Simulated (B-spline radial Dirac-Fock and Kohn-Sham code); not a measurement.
## Total and shell-resolved photoionisation of Cl⁴⁺

System: chlorine as Cl⁴⁺, configuration [Ne] 3s2 3p1.

Input file task.json (cfg lists n, l and occupation; rrms is the nuclear radius in fm):

```json
{"items": [{
  "Z": 17,
  "q": 4,
  "cfg": [[1, 0, 2], [2, 0, 2], [2, 1, 6], [3, 0, 2], [3, 1, 1]],
  "A": 35,
  "rrms": 3.3654,
  "do": ["binding", "quiet", "photo"],
  "hv": [46.9, 47.5, 53.6, 56.1, 56.2, 72.8, 88.9, 215.0, 522.0, 603.0, 1170.0, 1320.0, 1960.0, 4040.0, 4800.0, 8790.0, 12400.0, 12600.0, 15400.0, 19300.0, 23700.0, 43400.0, 54400.0, 110000.0]
}]}
```

Launch: `python xray_run.py task.json out`

Method: independent-particle photoionisation in a Dirac-Hartree-Slater potential with a Latter tail, all multipoles, thresholds from Dirac-Fock ΔSCF. Computed with a B-spline atomic structure program.

Computed thresholds (eV): K 2904.1, L1 349.4, L2 278.5, L3 276.9, M1 79.59, M2 66.85, M3 66.66.

| photon energy (eV) | total (b) | K (%) | L (%) | M (%) |
| --- | --- | --- | --- | --- |
| 72.8 | 366100 | – | – | 100.0 |
| 88.9 | 743200 | – | – | 100.0 |
| 215 | 208800 | – | – | 100.0 |
| 522 | 857600 | – | 95.7 | 4.3 |
| 603 | 604900 | – | 95.4 | 4.6 |
| 1170 | 112300 | – | 94.1 | 5.9 |
| 1320 | 81770 | – | 93.8 | 6.2 |
| 1960 | 28380 | – | 92.8 | 7.2 |
| 4040 | 41300 | 90.6 | 8.5 | 0.8 |
| 4800 | 26130 | 90.9 | 8.3 | 0.8 |
| 8790 | 4873 | 91.4 | 7.7 | 0.9 |
| 12400 | 1800 | 91.5 | 7.6 | 0.9 |
| 12600 | 1718 | 91.5 | 7.6 | 0.9 |
| 15400 | 949.7 | 91.5 | 7.5 | 0.9 |
| 19300 | 482.8 | 91.5 | 7.5 | 0.9 |
| 23700 | 259.0 | 91.6 | 7.5 | 1.0 |
| 43400 | 39.98 | 91.6 | 7.4 | 1.0 |
| 54400 | 19.67 | 91.6 | 7.4 | 1.0 |
| 110000 | 2.111 | 91.6 | 7.4 | 1.0 |

**Question.** With what power of the photon energy does the total fall between 54400 and 110000 eV?

**Answer.** As E^-3.17. The non-relativistic Born limit for an s electron far above threshold is E^-3.5; near threshold and at relativistic energies the fall is slower.

Run: 3.1 s of CPU time on 1 thread of Neoverse-N1 (shared host), peak memory 0.30 GiB.
